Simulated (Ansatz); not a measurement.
Calculated with Ansatz (gas phase, PBE0-D4/def2-TZVP geometries, no zero-point term in ΔE). CBS: MP2 limit from def2 TZ/QZ plus the TZ coupled-cluster correction, frozen cores. DFT in def2-TZVPP. Elements past krypton have def2 core potentials. For Ge, Hf outer-core shells are correlated without core-valence functions, which leaves a few kJ/mol of doubt a bond. Scalar relativity is left out up to krypton. One conformer a species, not always the lowest.

Reaction (redistribution): `C[O][Ge]([OH])([F])[Cl]` + `[CH3][Hf]([Cl])([Cl])[Cl]` → `[CH3][Ge]([OH])([F])[Cl]` + `C[O][Hf]([Cl])([Cl])[Cl]`

`C[O][Ge]([OH])([F])[Cl]`:

```xyz
10

C    -0.923   -1.374   -0.074
O    -0.693   -0.010   -0.395
Ge    0.764    0.793    0.121
O     0.680    2.461   -0.363
F     0.875    0.669    1.834
Cl    2.528   -0.089   -0.635
H    -0.156   -2.022   -0.509
H    -0.955   -1.532    1.008
H    -1.890   -1.645   -0.499
H    -0.230    2.749   -0.486
```

`[CH3][Hf]([Cl])([Cl])[Cl]`:

```xyz
8

C    -0.291   -1.123    0.186
Hf    0.249    0.958   -0.159
Cl    1.919    0.906   -1.783
Cl   -1.707    1.993   -0.889
Cl    0.996    1.755    1.899
H     0.573   -1.698    0.537
H    -0.658   -1.590   -0.735
H    -1.080   -1.202    0.944
```

`[CH3][Ge]([OH])([F])[Cl]`:

```xyz
9

C     0.165   -0.491    1.260
Ge   -0.241    0.050   -0.532
O     0.637    1.506   -0.953
F    -1.930    0.391   -0.699
Cl    0.133   -1.463   -1.999
H     1.222   -0.745    1.332
H    -0.439   -1.359    1.522
H    -0.061    0.332    1.938
H     0.516    1.777   -1.868
```

`C[O][Hf]([Cl])([Cl])[Cl]`:

```xyz
9

C    -0.378    0.686    1.543
O    -0.075    0.132    0.298
Hf    0.335   -0.609   -1.371
Cl   -1.659   -1.303   -2.383
Cl    1.386    1.030   -2.671
Cl    1.765   -2.434   -1.039
H    -1.458    0.659    1.708
H     0.118    0.116    2.333
H    -0.036    1.723    1.582
```

(1) Is it downhill or uphill in electronic energy at CCSD(T)/CBS, and by how much? (Best estimate.)

(2) What do these levels give: PBE0-D4, ωB97M-V, PBE, HF/def2-QZVPP, SCS-MP2/def2-QZVPP, CCSD/CBS(def2)? (Estimate.)

Largest T1 diagnostic among the species: 0.014.

Results:

(1) The calculation gave: Downhill: ΔE = -164.2 kJ/mol.

(2) The calculation gave: PBE0-D4 -165.9, ωB97M-V -165.1, PBE -168.2, HF/def2-QZVPP -164.0, SCS-MP2/def2-QZVPP -166.2, CCSD/CBS(def2) -164.0 kJ/mol.
